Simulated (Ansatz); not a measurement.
Program: Ansatz. Geometries: PBE0-D4/def2-TZVP. ΔE: electronic, gas phase. CCSD(T)/CBS is the MP2 limit (def2-TZVPP, def2-QZVPP) plus CCSD(T) − MP2 in def2-TZVPP, frozen cores. This one scheme is used for every species, atoms too. Functionals use def2-TZVPP. B3LYP here is the variant with VWN-RPA as its local correlation; programs differ in this. No spin–orbit coupling; open shells (•) take unrestricted orbitals. Spin–orbit coupling would lower the free atoms: a little for C, F, Si. Each species was taken in one conformer, which may not be the lowest.

`C=C[SiH](F)[SiH2]F` → 2 C• + 2 F• + 6 H• + 2 Si•  (atomization)

Question: What is ΔE at CCSD(T)/CBS? (Best estimate.)

Answer: Computed: +47.60 eV.

Question: What do these levels give: PBE-D4, PBE0-D4, B3LYP-D4, ωB97X-V, PBE, r2SCAN, B3LYP, HF/def2-TZVPP, HF/def2-QZVPP, MP2/def2-QZVPP, MP2/CBS(def2), CCSD/CBS(def2)? (An estimate is asked.)

Answer: The calculation gave: PBE-D4 47.98, PBE0-D4 47.24, B3LYP-D4 47.38, ωB97X-V 47.65, PBE 47.71, r2SCAN 47.48, B3LYP 46.94, HF/def2-TZVPP 35.82, HF/def2-QZVPP 35.93, MP2/def2-QZVPP 47.91, MP2/CBS(def2) 48.42, CCSD/CBS(def2) 46.97 eV.

Largest T1 diagnostic among the species: 0.012.

From PBE to PBE0 (25 % exact exchange), in def2-TZVPP and without D4, ΔE moves by −0.70 eV: exact exchange takes away binding that semilocal exchange gives to molecules. In def2-TZVPP, CCSD(T) changes the Hartree–Fock value by +10.49 eV (the triples alone add +0.63 eV) and MP2 by +11.31 eV; breaking electron pairs costs correlation energy, which Hartree–Fock lacks.

For atomizations the MP2-based limit and the directly extrapolated one differ by several kJ/mol either way, and by 10 to 25 for some Ge, Se and Sn compounds, so smaller differences from it don't rank the levels.
